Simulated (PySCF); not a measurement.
B2Cl4, charge -1, doublet, geometry from GFN2-xTB (a state made from the parent by changing its charge; the spin is typed, not shown lowest). Base run: PySCF with B3LYP/3-21G.

PySCF was given this input:
```python
from pyscf import gto, scf, dft

mol = gto.M(
    atom='''
Cl   -1.642920   -1.653476   -0.117481
B    -0.778885   -0.075098   -0.063347
Cl   -1.924122    1.309551   -0.172628
B     0.778885    0.075098    0.063347
Cl    1.924122   -1.309551    0.172628
Cl    1.642920    1.653476    0.117481
''',
    basis='3-21g',
    charge=-1,
    spin=1,
    verbose=4,
    symmetry=True,
)

mf = dft.UKS(mol)
mf.xc = 'b3lyp'
mf.kernel()
mf.analyze()
```

Each row names what was changed in the base input (with any setting that the change needs).

```
change                                                                                               ΔE vs base (mEh)  point group used  SCF cycles        outcome
---------------------------------------------------------------------------------------------------  ----------------  ----------------  ----------  -------------
base                                                                                                            0.000               D2h           8      converged
symmetry_subgroup = D2                                                                                              -                 -           -  input refused
irrep_nelec = Ag:(8, 9) B1g:(2, 2) B2g:(2, 2) B3g:(7, 7) Au:(2, 2) B1u:(8, 8) B2u:(8, 7) B3u:(3, 2)             313.0               D2h           8      converged
irrep_nelec = Ag:(9, 9) B1g:(1, 2) B2g:(2, 2) B3g:(7, 7) Au:(2, 2) B1u:(9, 8) B2u:(7, 7) B3u:(3, 2)             371.4               D2h           8      converged
symmetry = off                                                                                                  0.000                C1           8      converged
irrep_nelec = Ag:(9, 9) B1g:(2, 2) B2g:(2, 2) B3g:(7, 7) Au:(2, 2) B1u:(9, 8) B2u:(7, 7) B3u:(2, 2)             210.4               D2h           9      converged
symmetry_subgroup = C2v                                                                                         0.000               C2v           8      converged
irrep_nelec = Ag:(9, 9) B1g:(3, 2) B2g:(2, 2) B3g:(7, 7) Au:(2, 2) B1u:(8, 8) B2u:(7, 7) B3u:(2, 2)             717.6               D2h           9      converged
symmetry_subgroup = C2h                                                                                         0.000               C2h           8      converged
```

Open shells are given as the SCF converged; they aren't shown to be the lowest states, and a large step between rows can be another state.

- symmetry_subgroup = D2: ended with `pyscf.lib.exceptions.PointGroupSymmetryError: D2 not in Ablien subgroup of D2h`
